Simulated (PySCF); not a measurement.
C₇H₈NS (doublet state).
Numbering: `[CH3:1]/[CH:2]=[C:3]\[c:4]1[n:5][c:6]([CH3:7])[cH:8][s:9]1` (hydrogens: H10, H11, H12 on C1; H13 on C2; H14, H15, H16 on C7; H17 on C8)

Computed, not measured: PySCF 2.14.0, UKS B3LYP, pcH-1 on C H N S, non-relativistic, mean-field spin-orbit, GIAO. Isolated species at its GFN2-xTB geometry, gas phase. Couplings are sensitive to structure, and on GFN2-xTB geometries they can be far from those on DFT ones. The SCF solution wasn't tested for stability. ⟨S²⟩ is 0.776 where a pure state has 0.75.

Predict the first-order ENDOR lines of N5, H13, H17, H14/H15/H16 and H10/H11/H12 under fast tumbling at B = 1218.2 mT (Q band).

For S = 1/2 in fast tumbling each set of equivalent nuclei gives two lines, ν± = |νn ± a/2| to first order, with νn = g_N μN B/h and μN/h = 7.62259 MHz/T.

```csv
nuclei,isotope,g_N,νn (MHz),a_iso (MHz),lower line (MHz),upper line (MHz)
N5,14N,0.4038,3.75,12.33,2.42,9.92
H13,1H,5.5857,51.87,88.43,7.65,96.08
H17,1H,5.5857,51.87,-23.79,39.97,63.76
H14/H15/H16,1H,5.5857,51.87,-5.20,49.27,54.47
H10/H11/H12,1H,5.5857,51.87,-4.02,49.86,53.88
```

Which pairs are centred on the nuclear Larmor frequency, and which on half the coupling?

Centred on νn, since |a| < 2νn: H13, H17, H14/H15/H16 and H10/H11/H12. Centred on |a|/2 and split by 2νn: N5.

Means are taken over nuclei equivalent by connectivity, which assumes that they swap fast. The three 1H nuclei of mean -5.2 MHz run from -9.3 to -2.8 MHz in the frozen geometry.

The Mulliken spin populations are largest on C3 (+0.54), C8 (+0.35), N5 (+0.27) and C4 (-0.17). The positive populations add up to 1.39 and the negative ones to -0.39, together 2S = 1.

Hardware: Arm Neoverse V1, one thread, no GPU, shared host with 32 logical CPUs at a one-minute load of 23. Cost: 2.5 min (grids of density and orbitals included), 1.2 GiB resident at most.
